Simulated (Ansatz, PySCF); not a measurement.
ClGeH₅OSi, SMILES Cl[SiH2][O][GeH3].

Coordinates come from a PBE0-D3(BJ)/def2-SVP optimisation. This is a generated structure with no PubChem entry under its InChIKey; it may be hypothetical. Other conformers were not sampled.

Vertical ionisation energy (IE) and electron affinity (EA) in eV. Rows of orbital energies are one-electron estimates. Where ΔSCF, EOM or ADC give a negative EA the extra electron is unbound and the value depends on the basis.

```csv
level,IE,EA
"−ε(HOMO), −ε(LUMO), B3LYP/def2-TZVP (PySCF)",8.31,0.43
"−ε(HOMO), −ε(LUMO), PBE/def2-TZVP (PySCF)",(withheld),(withheld)
"ΔSCF, CAM-B3LYP/def2-SVPD (Ansatz), final states of multiplicity 2 and 2",10.77,-1.19
"ΔSCF, PBE/def2-SVPD (Ansatz), final states of multiplicity 2 and 2",9.92,-0.78
```

Fill in the missing entries. (Estimate from the structure and the level; the computed values follow.)


- −ε(HOMO), −ε(LUMO), PBE/def2-TZVP (PySCF), IE: 7.12
- −ε(HOMO), −ε(LUMO), PBE/def2-TZVP (PySCF), EA: 1.11

What vertical singlet–triplet gap does ΔSCF give with CAM-B3LYP/def2-SVPD (Ansatz, a first-principles code) and with PBE/def2-SVPD (Ansatz)? (An estimate is asked for; the answer gives what the named calculation found.)

6.98 and 5.90 eV (triplet above singlet where positive).
